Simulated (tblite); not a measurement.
Start geometry of `C=C([SiH3])CNC=O` from a force field or distance geometry (Å):
```
atom  x, y, z in Å
C1    -1.287    1.663   -0.309
C2    -0.806    0.504    0.141
Si3   -0.938   -0.020    1.941
C4    -0.156   -0.500   -0.770
N5     1.248   -0.201   -0.847
C6     2.146   -1.119   -1.320
O7     1.891   -2.258   -1.666
H8    -1.217    1.938   -1.355
H9    -1.783    2.385    0.341
H10   -1.851    0.922    2.658
H11    0.390    0.025    2.572
H12   -1.512   -1.390    2.022
H13   -0.302   -1.542   -0.424
H14   -0.565   -0.440   -1.778
H15    1.561    0.749   -0.649
H16    3.172   -0.708   -1.337
```

Task: What comes out of this run: tblite, GFN2-xTB geometry optimisation, gas phase?

Result: 
```
atom  x, y, z in Å
C1    -1.638    1.596   -0.255
C2    -0.853    0.556   -0.013
Si3   -0.505   -0.110    1.726
C4    -0.189   -0.178   -1.148
N5     1.255   -0.189   -1.015
C6     1.925   -1.276   -0.595
O7     1.432   -2.347   -0.347
H8    -1.834    1.954   -1.257
H9    -2.132    2.130    0.539
H10   -1.317    0.666    2.666
H11    0.914    0.090    2.038
H12   -0.858   -1.525    1.774
H13   -0.500   -1.227   -1.137
H14   -0.455    0.267   -2.113
H15    1.735    0.689   -1.124
H16    3.013   -1.088   -0.521
```

The energy falls by 17.7 kJ/mol over 125 L-BFGS steps, the largest force on an atom goes from 1.60 to 0.009 eV/Å, and the atoms move by 0.690 Å rms after alignment. The bond that changes most is Si3–H10 (SiH3 silicon to Si–H hydrogen), which shortens by 0.032 Å. Bonds longer at the end by more than 0.005 Å: 3 of 15; shorter: 8. Among the angles that change most is N5–C4–H13, from 109.9° to 105.9°. Among the dihedrals that turn most is C2–C4–N5–C6, from 163° to 103°. Rotational constants go from 3973, 1087, 936.9 to 3238, 1531, 1155 MHz. The orientation of the end geometry is arbitrary; only internal coordinates are fixed.

Its lowest GFN2-xTB frequency is 11 cm⁻¹, too small to tell a flat minimum from a shallow saddle. One conformer, not necessarily the lowest. 3 starts were optimised and ended at 0.00, 0.73 and 0.94 kcal/mol (GFN2-xTB); the lowest of these is shown.

All values are computed, not measured.
